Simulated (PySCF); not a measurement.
Geometry:
```json
{"atom": "C1", "x (Å)": "-1.596", "y (Å)": "2.598", "z (Å)": "0.264"}
{"atom": "C2", "x (Å)": "-1.365", "y (Å)": "1.581", "z (Å)": "-0.543"}
{"atom": "C3", "x (Å)": "-0.784", "y (Å)": "0.266", "z (Å)": "-0.108"}
{"atom": "C4", "x (Å)": "0.726", "y (Å)": "0.236", "z (Å)": "-0.429"}
{"atom": "O5", "x (Å)": "1.374", "y (Å)": "-0.678", "z (Å)": "0.425"}
{"atom": "C6", "x (Å)": "2.757", "y (Å)": "-0.752", "z (Å)": "0.196"}
{"atom": "O7", "x (Å)": "-1.492", "y (Å)": "-0.746", "z (Å)": "-0.793"}
{"atom": "C8", "x (Å)": "-1.309", "y (Å)": "-2.040", "z (Å)": "-0.271"}
{"atom": "H9", "x (Å)": "-2.003", "y (Å)": "3.527", "z (Å)": "-0.097"}
{"atom": "H10", "x (Å)": "-1.383", "y (Å)": "2.547", "z (Å)": "1.319"}
{"atom": "H11", "x (Å)": "-1.589", "y (Å)": "1.632", "z (Å)": "-1.598"}
{"atom": "H12", "x (Å)": "-0.891", "y (Å)": "0.134", "z (Å)": "0.980"}
{"atom": "H13", "x (Å)": "0.862", "y (Å)": "-0.051", "z (Å)": "-1.482"}
{"atom": "H14", "x (Å)": "1.148", "y (Å)": "1.243", "z (Å)": "-0.287"}
{"atom": "H15", "x (Å)": "3.236", "y (Å)": "0.225", "z (Å)": "0.338"}
{"atom": "H16", "x (Å)": "3.156", "y (Å)": "-1.461", "z (Å)": "0.919"}
{"atom": "H17", "x (Å)": "2.975", "y (Å)": "-1.104", "z (Å)": "-0.820"}
{"atom": "H18", "x (Å)": "-0.263", "y (Å)": "-2.355", "z (Å)": "-0.323"}
{"atom": "H19", "x (Å)": "-1.636", "y (Å)": "-2.091", "z (Å)": "0.775"}
{"atom": "H20", "x (Å)": "-1.925", "y (Å)": "-2.701", "z (Å)": "-0.878"}
```

Geometry: GFN2-xTB; GIAO shifts from PySCF 2.14, gas phase, non-relativistic, averaged over equivalent atoms.

At PBE0/ANO-RCC-VDZP (172 basis functions, 57 s wall time on 1 thread of an AMD EPYC 7R13, shared host):
| atoms | δ (ppm) |
| --- | --- |
| C2 | 144.3 |
| C1 | 114.8 |
| C3 | 88.4 |
| C4 | 87.8 |
| C6 | 59.2 |
| C8 | 58.1 |
| O7 | 43.7 |
| O5 | 28.2 |
| H11 | 6.28 |
| H10 | 5.52 |
| H9 | 5.42 |
| H12 | 4.00 |
| H13 | 3.68 |
| H18/H19/H20 | 3.67 |
| H14 | 3.52 |
| H15/H16/H17 | 3.40 |

Scale: TMS for ¹³C (σ = 190.39 ppm) and ¹H (σ = 31.76 ppm); ¹⁷O (σ = 334.43 ppm) against H2O (reference shieldings calculated alike).

What do these become at PBE0/pcSseg-1?

## Answers


```
      atoms  δ at PBE0/pcSseg-1  change
         C2               148.7    +4.4
         C1               120.5    +5.7
         C3                89.1    +0.7
         C4                88.8    +1.0
         C6                61.2    +2.0
         C8                60.3    +2.2
         O7                47.9    +4.2
         O5                30.8    +2.6
        H11                6.20   -0.08
        H10                5.43   -0.09
         H9                5.33   -0.09
        H12                3.93   -0.07
        H13                3.66   -0.02
H18/H19/H20                3.65   -0.02
        H14                3.45   -0.07
H15/H16/H17                3.48   +0.08
```

δ = σ(ref) − σ, references computed at the same level: TMS for ¹³C (σref 186.93) and ¹H (σref 31.72); H2O for ¹⁷O (σref 336.08).

The largest change is at C1 (terminal =CH2 carbon). Cost: 196 basis functions, 47 s wall time on 1 thread of an AMD EPYC 7R13, shared host. The order of the carbon signals is the same at both levels.

Experimental scales use liquid or dissolved standards, which lie at an offset from isolated H2O (liquid H2O: subtract about 36 ppm).
